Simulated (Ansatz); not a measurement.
Born–Oppenheimer molecular dynamics of CH4BClSi (8 atoms, charge 0, multiplicity 1). It starts from a relaxed structure.

These are results of RKS B3LYP-D4/6-31G (Ansatz 0.2.0), not measurements.

```yaml
ensemble: NVE (velocity Verlet)
time_step: 0.5 fs
steps_asked: 150
starting_velocities_drawn_for: 300 K
seed: 147912
```

Frames 1 fs apart, positions in Å, forces in eV/Å.

Velocities at 5.0 fs (Å/ps):

```
B 1.34 3.86 -1.67
Si -0.12 -0.42 -0.26
C 0.46 4.06 -3.86
Cl -0.28 -3.15 0.49
H 12.06 24.48 -1.60
H -10.85 4.63 36.85
H -8.22 0.39 15.40
H 0.15 3.29 3.30
```

```xyz
8
Properties=species:S:1:pos:R:3:forces:R:3 time_fs=5.0 energy_less_start_eV=0.049 T=237
B -0.737 1.551 -0.276 -0.39 -0.41 0.12
Si 0.477 0.185 0.509 -0.52 0.62 -0.48
C 0.487 -1.482 0.000 0.00 -0.62 -0.01
Cl -0.611 -2.231 -1.235 0.13 0.13 0.04
H -1.521 1.290 -1.159 0.44 0.07 0.25
H -0.775 2.606 0.263 0.04 0.27 -0.11
H 1.422 0.435 1.614 0.31 0.04 0.25
H 1.131 -2.234 0.443 -0.01 -0.10 -0.05
8
Properties=species:S:1:pos:R:3:forces:R:3 time_fs=6.0 energy_less_start_eV=0.055 T=229
B -0.736 1.555 -0.278 -0.22 0.04 0.61
Si 0.477 0.184 0.509 -0.46 0.75 -0.38
C 0.488 -1.478 -0.004 0.07 -0.80 0.04
Cl -0.612 -2.234 -1.235 0.15 0.15 0.03
H -1.507 1.315 -1.160 0.26 0.00 0.01
H -0.786 2.611 0.299 0.07 -0.12 -0.34
H 1.415 0.436 1.630 0.21 0.01 0.12
H 1.131 -2.231 0.446 -0.07 -0.03 -0.10
8
Properties=species:S:1:pos:R:3:forces:R:3 time_fs=7.0 energy_less_start_eV=0.073 T=206
B -0.735 1.558 -0.279 -0.02 0.41 1.11
Si 0.477 0.184 0.509 -0.36 0.86 -0.26
C 0.488 -1.475 -0.007 0.12 -0.93 0.09
Cl -0.612 -2.237 -1.234 0.15 0.17 0.02
H -1.490 1.339 -1.160 0.05 -0.07 -0.25
H -0.796 2.616 0.331 0.09 -0.42 -0.54
H 1.410 0.436 1.648 0.09 -0.03 -0.03
H 1.131 -2.228 0.448 -0.12 0.01 -0.14
8
Properties=species:S:1:pos:R:3:forces:R:3 time_fs=8.0 energy_less_start_eV=0.096 T=177
B -0.734 1.562 -0.279 0.15 0.63 1.49
Si 0.476 0.185 0.508 -0.27 0.94 -0.13
C 0.489 -1.473 -0.011 0.13 -0.98 0.11
Cl -0.612 -2.240 -1.234 0.16 0.18 0.01
H -1.474 1.364 -1.163 -0.13 -0.13 -0.48
H -0.805 2.616 0.359 0.11 -0.60 -0.67
H 1.406 0.437 1.665 -0.03 -0.06 -0.19
H 1.129 -2.225 0.449 -0.12 0.02 -0.14
8
Properties=species:S:1:pos:R:3:forces:R:3 time_fs=9.0 energy_less_start_eV=0.110 T=159
B -0.733 1.567 -0.277 0.23 0.68 1.66
Si 0.476 0.185 0.508 -0.20 0.97 -0.03
C 0.490 -1.471 -0.015 0.10 -0.96 0.12
Cl -0.612 -2.243 -1.233 0.16 0.19 0.00
H -1.458 1.386 -1.171 -0.21 -0.16 -0.60
H -0.813 2.611 0.381 0.12 -0.62 -0.71
H 1.402 0.437 1.680 -0.12 -0.09 -0.32
H 1.126 -2.223 0.448 -0.08 -0.02 -0.12
8
Properties=species:S:1:pos:R:3:forces:R:3 time_fs=10.0 energy_less_start_eV=0.109 T=160
B -0.732 1.572 -0.275 0.20 0.55 1.55
Si 0.475 0.186 0.507 -0.15 0.96 0.04
C 0.490 -1.470 -0.018 0.04 -0.87 0.11
Cl -0.612 -2.246 -1.233 0.16 0.20 -0.02
H -1.444 1.408 -1.184 -0.17 -0.15 -0.55
H -0.820 2.600 0.395 0.11 -0.50 -0.64
H 1.397 0.436 1.693 -0.18 -0.11 -0.41
H 1.122 -2.220 0.447 -0.01 -0.09 -0.07
8
Properties=species:S:1:pos:R:3:forces:R:3 time_fs=11.0 energy_less_start_eV=0.098 T=174
B -0.730 1.578 -0.270 0.08 0.27 1.19
Si 0.474 0.187 0.506 -0.14 0.90 0.05
C 0.491 -1.470 -0.022 -0.03 -0.74 0.10
Cl -0.612 -2.249 -1.232 0.15 0.20 -0.04
H -1.432 1.428 -1.202 -0.02 -0.13 -0.35
H -0.826 2.584 0.404 0.09 -0.23 -0.48
H 1.389 0.434 1.701 -0.19 -0.11 -0.45
H 1.119 -2.218 0.444 0.07 -0.16 -0.02
8
Properties=species:S:1:pos:R:3:forces:R:3 time_fs=12.0 energy_less_start_eV=0.090 T=184
B -0.729 1.584 -0.265 -0.07 -0.13 0.64
Si 0.473 0.189 0.506 -0.16 0.81 0.01
C 0.492 -1.471 -0.025 -0.08 -0.61 0.11
Cl -0.612 -2.252 -1.232 0.14 0.20 -0.06
H -1.420 1.446 -1.224 0.18 -0.10 -0.06
H -0.831 2.566 0.408 0.04 0.14 -0.23
H 1.381 0.430 1.706 -0.17 -0.11 -0.42
H 1.116 -2.218 0.441 0.13 -0.21 0.02
8
Properties=species:S:1:pos:R:3:forces:R:3 time_fs=13.0 energy_less_start_eV=0.094 T=180
B -0.727 1.590 -0.259 -0.19 -0.56 0.04
Si 0.473 0.191 0.505 -0.21 0.68 -0.08
C 0.493 -1.472 -0.029 -0.10 -0.50 0.14
Cl -0.612 -2.255 -1.231 0.12 0.20 -0.09
H -1.406 1.464 -1.246 0.35 -0.07 0.24
H -0.835 2.550 0.409 -0.01 0.55 0.06
H 1.370 0.426 1.706 -0.11 -0.09 -0.35
H 1.114 -2.220 0.439 0.15 -0.22 0.04
8
Properties=species:S:1:pos:R:3:forces:R:3 time_fs=14.0 energy_less_start_eV=0.104 T=167
B -0.726 1.595 -0.254 -0.25 -0.88 -0.45
Si 0.472 0.193 0.505 -0.29 0.53 -0.20
C 0.493 -1.473 -0.032 -0.07 -0.43 0.21
Cl -0.612 -2.257 -1.231 0.10 0.20 -0.12
H -1.389 1.481 -1.266 0.46 -0.06 0.47
H -0.840 2.538 0.412 -0.07 0.88 0.31
H 1.359 0.421 1.703 -0.01 -0.07 -0.23
H 1.113 -2.224 0.437 0.13 -0.16 0.02
8
Properties=species:S:1:pos:R:3:forces:R:3 time_fs=15.0 energy_less_start_eV=0.109 T=160
B -0.725 1.600 -0.248 -0.25 -0.99 -0.71
Si 0.471 0.195 0.504 -0.38 0.36 -0.35
C 0.494 -1.475 -0.035 -0.02 -0.39 0.30
Cl -0.612 -2.260 -1.230 0.08 0.19 -0.14
H -1.367 1.498 -1.282 0.49 -0.06 0.59
H -0.845 2.535 0.417 -0.10 0.99 0.41
H 1.347 0.416 1.697 0.10 -0.04 -0.08
H 1.114 -2.229 0.435 0.08 -0.07 -0.02
8
Properties=species:S:1:pos:R:3:forces:R:3 time_fs=16.0 energy_less_start_eV=0.101 T=170
B -0.724 1.604 -0.243 -0.20 -0.82 -0.68
Si 0.470 0.197 0.503 -0.47 0.19 -0.49
C 0.495 -1.477 -0.038 0.05 -0.35 0.39
Cl -0.612 -2.263 -1.230 0.06 0.18 -0.17
H -1.341 1.514 -1.292 0.43 -0.08 0.59
H -0.852 2.542 0.426 -0.10 0.85 0.35
H 1.336 0.410 1.691 0.21 -0.01 0.07
H 1.115 -2.235 0.433 0.02 0.04 -0.06
```

Of the whole run (75 fs, mean temperature of the second half 140 K): The conserved energy stayed within 0.078 meV per atom of its start (net change 0.042 meV per atom), so the integration is sound. The temperature averaged 0.47 of the 300 K drawn at the start: a run that starts near a minimum puts about half its kinetic energy into the potential. A run of 0.075 ps of so small a system gives no equilibrium averages. Limits of this set-up: no polarisation functions.

Time of the run: 4.7 min on 1 thread of Arm Neoverse V2 (shared host), peak memory 0.11 GiB.
